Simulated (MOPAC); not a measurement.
Job for MOPAC: PM6 on AlBrFH (SMILES [F][AlH][Br]), a point of a bond scan (R = 2.246 Å).

```
PM6 1SCF PRECISE CHARGE=0 THREADS=1
AlBrFH

Al     0.14258516 1    -1.02185598 1     0.68600121 1
H     -0.74582044 1    -2.28637816 1     0.87330814 1
F      1.56773011 1    -0.90210632 1     1.50144871 1
Br    -0.43478164 1     0.67684179 1    -0.66583892 1
```

Program output:

```
*******************************************************************************
 **                                                                           **
 **                              MOPAC v23.2.5                                **
 **                                                                           **
 *******************************************************************************
 ** MOPAC's Digital Object Identifier: https://doi.org/10.5281/zenodo.6511958 **
 **                                                                           **
 ** Please cite the open-source release paper for use of this MOPAC version:  **
 ** J. E. Moussa and J. J. P. Stewart (2026)                                  **
 ** MOPAC: An open-source semiempirical molecular orbital program             **
 ** J. Open Source Softw., 11(119), 8025, https://doi.org/10.21105/joss.08025 **
 *******************************************************************************

                              PM6 CALCULATION RESULTS

 *******************************************************************************
 *  PM6        - The PM6 Hamiltonian to be used
 *
 *
 *
 *                 CHARGE ON SYSTEM = 0
 *
 *
 *
 *  PRECISE    - TIGHTER CRITERIA TO BE USED
 *  1SCF       - DO 1 SCF AND THEN STOP
 *  THREADS=1  - MULTI-THREADING NOT USED
 *  T=         - A TIME OF 172800.0 SECONDS REQUESTED
 *  DUMP=N     - RESTART FILE WRITTEN EVERY 7200.0 SECONDS REQUESTED
 *******************************************************************************
PM6 1SCF PRECISE CHARGE=0 THREADS=1
 AlBrFH

   ATOM   CHEMICAL          X               Y               Z
  NUMBER   SYMBOL      (ANGSTROMS)     (ANGSTROMS)     (ANGSTROMS)

     1      Al          0.14258516  *  -1.02185598  *   0.68600121  *
     2       H         -0.74582044  *  -2.28637816  *   0.87330814  *
     3       F          1.56773011  *  -0.90210632  *   1.50144871  *
     4      Br         -0.43478164  *   0.67684179  *  -0.66583892  *



          CARTESIAN COORDINATES

    NO.       ATOM           X           Y           Z

     1        Al          0.1426     -1.0219      0.6860
     2         H         -0.7458     -2.2864      0.8733
     3         F          1.5677     -0.9021      1.5014
     4        Br         -0.4348      0.6768     -0.6658

 General Reference for PM6:
 "Optimization of Parameters for Semiempirical Methods V: Modification of NDDO Approximations
 and Application to 70 Elements", J. J. P. Stewart, J. Mol. Mod., 13, 1173-1213 (2007)
 URL: https://link.springer.com/article/10.1007/s00894-007-0233-4

           Empirical Formula: H Al F Br  =     4 atoms



      MOLECULAR POINT GROUP   :   Cs


      RHF CALCULATION, NO. OF DOUBLY OCCUPIED LEVELS = 9


 -------------------------------------------------------------------------------
 PM6 1SCF PRECISE CHARGE=0 THREADS=1
 AlBrFH



     1SCF WAS SPECIFIED, SO BFGS WAS NOT USED
     SCF FIELD WAS ACHIEVED


                              PM6 CALCULATION
                                                       MOPAC v23.2.5 Linux




          FINAL HEAT OF FORMATION =       -101.37781 KCAL/MOL =    -424.16475 KJ/MOL


          COSMO AREA              =        105.56 SQUARE ANGSTROMS
          COSMO VOLUME            =         92.71 CUBIC ANGSTROMS

          IONIZATION POTENTIAL    =         11.109996 EV
          HOMO LUMO ENERGIES (EV) =        -11.110  0.409
          NO. OF FILLED LEVELS    =          9
          MOLECULAR WEIGHT        =        126.8918         POINT GROUP:  Cs

          MOLECULAR DIMENSIONS (Angstroms)

            Atom       Atom       Distance
           Br     4    H     2     3.35356
            F     3    H     2     2.51835
           Al     1    F     3     0.00000


          SCF CALCULATIONS        =          1





   ATOM   CHEMICAL          X               Y               Z
  NUMBER   SYMBOL      (ANGSTROMS)     (ANGSTROMS)     (ANGSTROMS)

     1      Al          0.14258516  *  -1.02185598  *   0.68600121  *
     2       H         -0.74582044  *  -2.28637816  *   0.87330814  *
     3       F          1.56773011  *  -0.90210632  *   1.50144871  *
     4      Br         -0.43478164  *   0.67684179  *  -0.66583892  *

                             CARTESIAN COORDINATES

   1   Al        0.142585160    -1.021855980     0.686001210
   2    H       -0.745820440    -2.286378160     0.873308140
   3    F        1.567730110    -0.902106320     1.501448710
   4   Br       -0.434781640     0.676841790    -0.665838920


           Empirical Formula: H Al F Br  =     4 atoms



      MOLECULAR POINT GROUP   :   Cs


                  EIGENVALUES
 -39.37676 -27.33314 -16.64298 -15.32094 -15.03421 -14.31242 -12.56250 -11.35938
 -11.11000   0.40875   0.92370   3.13045   4.66713  95.17356  96.59038  96.61835
  96.69610  98.15410 114.64811 115.19677 115.20970 116.21870 116.42707


              NET ATOMIC CHARGES AND DIPOLE CONTRIBUTIONS

  ATOM NO.   TYPE          CHARGE      No. of ELECS.   s-Pop       p-Pop       d-Pop
    1         Al           0.715202        2.2848     0.95667     1.28313     0.04500
    2          H          -0.055197        1.0552     1.05520
    3          F          -0.390394        7.3904     1.96672     5.42367
    4         Br          -0.269611        7.2696     1.98523     5.28067     0.00371
 DIPOLE           X         Y         Z       TOTAL
 POINT-CHG.    -1.689    -2.089     0.172     2.692
 HYBRID         0.311     0.724    -0.230     0.821
 SUM           -1.379    -1.365    -0.059     1.941


          ATOMIC ORBITAL ELECTRON POPULATIONS

     Atom    s        px        py        pz      x^2-y^2     xz        z^2       yz        xy
    1 Al   0.95667   0.45394   0.54937   0.27983   0.00968   0.00942   0.00763   0.00689   0.01138
    2  H   1.05520
    3  F   1.96672   1.61982   1.96536   1.83849
    4 Br   1.98523   1.91683   1.63482   1.72903   0.00080   0.00039   0.00020   0.00185   0.00047

 **********************
 *                    *
 * JOB ENDED NORMALLY *
 *                    *
 **********************




 == MOPAC DONE ==
```

The run finished.

Cost: very roughly 0.020 core-seconds.
